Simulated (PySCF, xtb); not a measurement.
B(H)(Me)(OSiH3) (CH₇BOSi), SMILES CBO[SiH3].

xtb with GFN2-xTB at its own geometry gives an orbital gap of 4.90 eV and a dipole moment of 0.39 D.

Geometry: B3LYP-D3(BJ)/def2-SVP. This is a generated structure with no PubChem entry under its InChIKey; it may be hypothetical. Other conformers were not sampled.

**Question.** What does PySCF with B3LYP/def2-TZVP give? (Estimate from the structure and the level; the computed values follow.)

**Answer.** gap 7.76 eV (levels -8.02 and -0.26 eV), dipole 0.42 D.
